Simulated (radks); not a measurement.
Spherical quantum dot in the effective-mass picture: electrons in a parabolic well V = omega^2 r^2 / 2 with omega = 2.86, all in effective atomic units (hartree* = m*/eps^2 hartree, bohr* = eps/m* bohr), one dielectric constant everywhere. Calculated with a radial shooting solver with Libxc functionals: non-relativistic Kohn-Sham, LDA (Slater exchange, Perdew-Wang correlation), spin-polarised, spherical densities. Levels are named by radial order and angular momentum (1s, 1p, 1d, 2s, ...), and open shells are averaged over m. Results are scaled to m* = 0.095 and eps = 7.1, for which hartree* = 51.28 meV and bohr* = 3.955 nm. Each electron was tried in the lowest free levels, single moves between levels near the top were tried too, and the lowest total energy was kept; such a search can miss a lower state. At N = 1 the Hartree and exchange-correlation terms need not cancel, so that row can carry a self-interaction error.

\begin{tabular}{lrrrrrrr}
N & open shells & 2S & E (meV) & mu = E(N) - E(N-1) (meV) & addition energy mu(N+1) - mu(N) (meV) & e(HOMO) (meV) & rms radius (nm) \\ \hline
1 & 1s(up 1, down 0) & 1 & 223.419 & 223.42 & 64.10 & 247.82 & 2.879 \\
2 & none & 0 & 510.942 & 287.52 & 179.4 & 311.80 & 2.986 \\
3 & 1p(up 1, down 0) & 1 & 977.902 & 466.96 & 42.22 & 487.82 & 3.340 \\
4 & 1p(up 2, down 0) & 2 & 1487.09 & 509.18 & 42.97 & 530.64 & 3.534 \\
5 & 1p(up 3, down 0) & 3 & 2039.24 & 552.16 & 54.89 & 573.66 & 3.669 \\
6 & 1p(up 3, down 1) & 2 & 2646.29 & 607.05 & 39.90 & 626.82 & 3.781 \\
7 & 1p(up 3, down 2) & 1 & 3293.24 & 646.95 & 40.45 & 667.15 & 3.875 \\
8 & none & 0 & 3980.64 & 687.40 & 154.3 & 707.64 & 3.957 \\
9 & 1d(up 1, down 0) & 1 & 4822.32 & 841.67 & 35.23 & 859.27 & 4.096 \\
10 & 1d(up 2, down 0) & 2 & 5699.21 & 876.90 & 35.22 & 894.52 & 4.213 \\
11 & 1d(up 3, down 0) & 3 & 6611.33 & 912.12 & 35.10 & 929.69 & 4.314 \\
12 & 1d(up 4, down 0) & 4 & 7558.55 & 947.22 & 34.92 & 964.71 & 4.403 \\
13 & 1d(up 5, down 0) & 5 & 8540.69 & 982.14 & 44.37 & 999.52 & 4.484 \\
14 & 1d(up 5, down 1) & 4 & 9567.19 & 1026.5 & 33.35 & 1043.2 & 4.559 \\
15 & 1d(up 5, down 2) & 3 & 10627.0 & 1059.9 & 33.34 & 1076.5 & 4.629 \\
16 & 1d(up 5, down 3) & 2 & 11720.2 & 1093.2 & 33.25 & 1109.8 & 4.693 \\
17 & 1d(up 5, down 4) & 1 & 12846.7 & 1126.5 & 33.11 & 1143.0 & 4.754 \\
18 & none & 0 & 14006.3 & 1159.6 & 43.77 & 1176.1 & 4.812 \\
19 & 2s(up 1, down 0) & 1 & 15209.6 & 1203.3 & 37.25 & 1220.3 & 4.868 \\
20 & none & 0 & 16450.2 & 1240.6 & 117.6 & 1257.4 & 4.923 \\
21 & 1f(up 1, down 0) & 1 & 17808.3 & 1358.1 & 29.81 & 1373.1 & 4.994 \\
22 & 1f(up 2, down 0) & 2 & 19196.2 & 1388.0 & 29.71 & 1402.8 & 5.060 \\
23 & 1f(up 3, down 0) & 3 & 20613.9 & 1417.7 & 29.60 & 1432.5 & 5.123 \\
24 & 1f(up 4, down 0) & 4 & 22061.2 & 1447.3 & 29.47 & 1462.0 & 5.183 \\
25 & 1f(up 5, down 0) & 5 & 23537.9 & 1476.7 & 29.34 & 1491.4 & 5.239 \\
26 & 1f(up 6, down 0) & 6 & 25044.0 & 1506.1 & 29.21 & 1520.7 & 5.293 \\
27 & 1f(up 7, down 0) & 7 & 26579.2 & 1535.3 & - & 1549.8 & 5.345 \\
\end{tabular}

All shells are closed at N = 2, 8, 18, 20 (there: 1s2 1p6 1d10 2s2); the second difference of the energy has clear peaks (12 % above both neighbours; the first and last values, which can be the largest, are not judged, and half-filled shells can peak too) at N = 2, 5, 8, 13, 18, 20.
